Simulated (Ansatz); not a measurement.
Geometry optimisation, RKS CAM-B3LYP-D4/def2-SVP in Ansatz 0.2.0.

The input (input.yaml):

```yaml
crystal:
  periodic: [false, false, false]
  atoms:
    - { symbol: C, position_ang: [-0.0456, 1.246, -0.603] }
    - { symbol: B, position_ang: [-0.103, -0.268, -0.2947] }
    - { symbol: C, position_ang: [0.5374, -0.8015, 1.029] }
    - { symbol: O, position_ang: [-0.6366, -1.192, -1.2368] }
    - { symbol: H, position_ang: [-0.597, 1.4703, -1.6028] }
    - { symbol: H, position_ang: [-0.6314, 1.8526, 0.1867] }
    - { symbol: H, position_ang: [0.9795, 1.6567, -0.6672] }
    - { symbol: H, position_ang: [-1.07314, -0.52207, 0.30795] }
    - { symbol: H, position_ang: [1.6489, -0.5107, 1.0985] }
    - { symbol: H, position_ang: [0.0649, -0.3493, 1.9432] }
    - { symbol: H, position_ang: [-1.6649, -1.2708, -0.9202] }
basis:
  gaussian: { orbitals: def2-SVP }
hamiltonian:
  xc: cam_b3lyp
  dispersion: d4
relax:
  f_tol: 0.02
  max_steps: 50
```

Command:

```bash
$ ansatz run input.yaml --threads 2 --pin off --max-ram 3072MiB --backend cpu --events-out ev --progress --plain --runs-dir out
```

**Question.** Where does it end, and by what steps?

**Answer.** The forces met the threshold. After 27 steps the energy has fallen by 7.996 eV; H9 moved furthest, 1.34 Å. Parted: C1–B2. Joined: C1–C3.

| step | energy less start (eV) | largest force component (eV/Å) | accepted |
| --- | --- | --- | --- |
| 0 | 0.0000 | 4.951 | yes |
| 1 | -2.0815 | 2.956 | yes |
| 2 | -3.4434 | 2.226 | yes |
| 3 | -4.0338 | 1.624 | yes |
| 4 | -4.4534 | 1.417 | yes |
| 5 | -4.8179 | 1.948 | yes |
| 6 | -5.3590 | 1.966 | yes |
| 7 | -6.0513 | 1.911 | yes |
| 8 | -6.7880 | 2.154 | yes |
| 9 | -7.3475 | 2.049 | yes |
| 10 | -7.6655 | 1.549 | yes |
| 11 | -7.7669 | 1.404 | yes |
| 12 | -7.8749 | 0.761 | yes |
| 13 | -7.9333 | 0.435 | yes |
| 14 | -7.9634 | 0.294 | yes |
| 15 | -7.9461 | 0.500 | no |
| 16 | -7.9778 | 0.144 | yes |
| 17 | -7.9841 | 0.038 | yes |
| 18 | -7.9863 | 0.156 | yes |
| 19 | -7.9870 | 0.206 | yes |
| 20 | -7.9914 | 0.070 | yes |
| 21 | -7.9932 | 0.130 | yes |
| 22 | -7.9942 | 0.097 | yes |
| 23 | -7.9950 | 0.089 | yes |
| 24 | -7.9955 | 0.063 | yes |
| 25 | -7.9956 | 0.096 | yes |
| 26 | -7.9958 | 0.074 | yes |
| 27 | -7.9960 | 0.020 | yes |

```xyz
11
Properties=species:S:1:pos:R:3
C 0.365 1.536 -0.016
B -0.866 -0.762 -0.194
C 0.412 0.030 0.247
O -0.735 -2.011 -0.693
H 0.313 1.758 -1.094
H -0.519 1.998 0.451
H 1.253 2.053 0.378
H -1.981 -0.290 -0.073
H 1.312 -0.427 -0.197
H 0.501 -0.146 1.338
H -1.577 -2.429 -0.905
```

The run took 56 s on 2 threads of Arm Neoverse V1, on a shared host, peak memory 0.19 GiB.
